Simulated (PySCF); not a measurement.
# How methods differ on the excitation energy of Rh²⁺

Rh²⁺ [Kr] 4d7 (4F) → Rh²⁺ [Kr] 4d6 5p1 (high-spin determinant), as a difference of total energies. Calculation: PySCF 2.14, in x2c-TZVPPall; scalar relativity by spin-free X2C-1e. Correlated levels: valence: [Kr] frozen; valence and next inner shell: [Ar] 3d10 frozen. The calculations carry no spin-orbit coupling.

| method | excitation energy (eV) |
| --- | --- |
| UHF | 10.681 |
| LDA | 11.271 |
| PBE | 11.211 |
| PBE0 | 11.317 |
| r2SCAN | 11.246 |
| BHandHLYP | 11.505 |
| wB97X | 11.948 |
| LC-wPBE | 11.539 |
| MP2 (valence) | 11.493 |
| MP2 (valence and next inner shell) | 11.266 |
| SCS-MP2 (valence and next inner shell) | 11.505 |

Question: Estimate what HSE06 gives.

Answer: 11.273 eV, closest to LDA among the rows shown.

Question: Estimate what SCS-MP2 (valence) gives.

Answer: 11.909 eV, closest to wB97X among the rows shown.

A first-order spin-orbit estimate (lowest level to lowest level, LS coupling) adds 0.188 eV.

The basis was made for the ground configuration and has no added diffuse functions, so the excitation energy can come out too high.

The determinant of the upper state mixes LS terms, which raises its energy above the lowest term, most at the Hartree-Fock and MP2 levels.
